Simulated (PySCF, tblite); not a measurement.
Isomers of C6H5N2 (doublet state). Computed with GFN2-xTB (tblite): harmonic, unscaled wavenumbers at the GFN2-xTB geometry, gas phase. Errors from tens to a few hundred cm⁻¹ against measured bands are possible. One conformer each. Open shells enter through the occupations alone, without spin polarisation, and single modes of such species can be off by tens of per cent.

Electronic energies: B3LYP/pcH-1 single points on the GFN2-xTB geometries (PySCF, gas phase).

| SMILES | electronic energy, lowest = 0 (kJ/mol) |
| --- | --- |
| [H]/[C]=C(\C#N)CCC#N | 111.3 |
| C=C(C#N)[CH]CC#N | 0.0 |
| C#CC[N]/C=C/C#N | 136.3 |

**Question.** How do GFN2-xTB zero-point energies change the relative energies?

**Answer.** 
```csv
SMILES,ZPE (kJ/mol),of it from modes above 1550 cm⁻¹,electronic (kJ/mol),"with ZPE, lowest = 0 (kJ/mol)",lowest mode (cm⁻¹),rings
C=C(C#N)[CH]CC#N,237.0,120.0,0.0,0.0,27,0
[H]/[C]=C(\C#N)CCC#N,237.9,129.0,111.3,112.2,29,0
C#CC[N]/C=C/C#N,232.6,117.6,136.3,131.9,64,0
```

The zero-point energies span 5.3 kJ/mol, from `C#CC[N]/C=C/C#N` to `[H]/[C]=C(\C#N)CCC#N`. The order is unchanged.

**Question.** And how do the electronic energies of GFN2-xTB itself compare?

**Answer.** `C=C(C#N)[CH]CC#N` 0.0; `[H]/[C]=C(\C#N)CCC#N` 111.6; `C#CC[N]/C=C/C#N` 61.5 kJ/mol, lowest = 0. Against the energies above, taken from the same isomer `C=C(C#N)[CH]CC#N`, the largest difference is 74.8 kJ/mol.
